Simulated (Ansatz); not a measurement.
Cost and result for the atomization energy of GeH₅O₂Si (`O[SiH][GeH2][OH]`) radical (9 atoms, 8 bonds).

Z-matrix (Å, degrees):
```
Ge
Si 1 2.393
O 1 1.808 2 93.2
H 1 1.548 2 119.2 3 -112.8
H 1 1.543 2 117.4 3 113.4
O 2 1.651 1 102.4 3 25.4
H 2 1.492 1 116.3 3 142.6
H 3 0.959 1 114.3 2 -174.2
H 6 0.967 2 112.3 1 -27.1
```

Charge 0, multiplicity 2. Correlated methods include outer-core shells of Ge, which these sets cover unevenly. Scalar relativity is left out up to krypton. All single points use the PBE0-D4/def2-TZVP geometry. It is one conformer, not always the lowest. Program: Ansatz. Hardware: A = 2 threads of an AMD EPYC 7R13 on a shared host; B = 2 threads of an AMD EPYC 7R13 on a shared host and a share of an NVIDIA H100 80 GB. Times are those of one run each, without the atoms' runs, and a repeat can differ threefold. Electronic energies, without spin–orbit coupling; frozen cores. CCSD(T)/CBS adds CCSD(T) − MP2 in def2-TZVPP to the MP2 limit, and its time is that of the two runs behind it. T1 = 0.014; ⟨S²⟩ of the reference is 0.76. With those shells the extrapolation isn't a true limit. B3LYP takes the VWN-RPA correlation (the form of Gaussian; ORCA's B3LYP/G).

CCSD(T)/CBS is a level of theory with its own doubt, some kJ/mol a heavy atom from the limit and from the frozen cores, so smaller differences don't rank the functionals.

| level | functions | wall time | atomization (kJ/mol) | difference from CCSD(T)/CBS | per bond |
| --- | --- | --- | --- | --- | --- |
| PBE-D4/def2-TZVPP (with forces) [A] | 222 | 6 s | 2854.0 | 9.2 | 1.2 |
| MP2/def2-QZVPP [B] | 423 | 6.5 s | 2852.9 | 8.1 | 1.0 |
| PBE0-D4/def2-TZVPP [A] | 222 | 8.5 s | 2790.4 | -54.4 | -6.8 |
| B3LYP-D4/def2-TZVPP (with forces) [A] | 222 | 10 s | 2813.0 | -31.8 | -4.0 |
| r2SCAN-D4/def2-TZVPP (with forces) [A] | 222 | 11 s | 2845.7 | 0.9 | 0.1 |
| B2PLYP/def2-TZVPP [A] | 222 | 13 s | 2786.6 | -58.2 | -7.3 |
| CCSD(T)/def2-TZVPP [B] | 222 | 13 s | 2762.6 | -82.2 | -10.3 |
| CCSD(T)/CBS(def2) | – | 20 s | 2844.8 | 0.0 | 0.0 |
| ωB97X-V/def2-TZVPP [A] | 222 | 20 s | 2843.2 | -1.6 | -0.2 |
| ωB97M-V/def2-TZVPP (with forces) [A] | 222 | 27 s | 2817.8 | -27.0 | -3.4 |

In def2-TZVPP, CCSD(T) changes the Hartree–Fock value by +806.2 kJ/mol (the triples alone add +45.1 kJ/mol) and MP2 by +847.5 kJ/mol; breaking electron pairs costs correlation energy, which Hartree–Fock lacks. The D4 term adds +31.1 kJ/mol with B3LYP and +16.2 kJ/mol with PBE0; it sums over pairs of atoms, weighted by their polarisabilities, and B3LYP, whose exchange is more repulsive, gets the larger term. From PBE to PBE0 (25 % exact exchange), in def2-TZVPP and without D4, the atomization energy moves by −60.7 kJ/mol: exact exchange takes away binding that semilocal exchange gives to molecules.
